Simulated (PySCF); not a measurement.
Method: PySCF with PBE-D3(BJ)/def2-TZVP // PBE0-D3(BJ)/def2-SVP. Gas-phase values, no solvent. One relaxed conformer stands for a flexible species; it need not be the lowest. Excitations are Tamm–Dancoff values on a coarser integration grid. The basis has no diffuse functions, so Rydberg states are missing or too high.

Reference species (SMILES): `[Cl][Ge]([Cl])([Cl])[Cl]` (neutral, multiplicity 1).

```json
{
 "HOMO": "-8.20 eV",
 "S1 excitation (TDA)": "5.04 eV"
}
```

Changed species: `[O]([Ge]([Cl])([O]C)[O]C)C` (3 of 4 Cl replaced by OCH3; the reference has 0 of 4 Cl replaced by OCH3).

Problem. Predict the effect on the HOMO and S1 excitation (TDA).

Solution. the HOMO increases by 1.41 eV, to -6.79 eV; the S1 excitation (TDA) rises by 0.51 eV, to 5.55 eV.
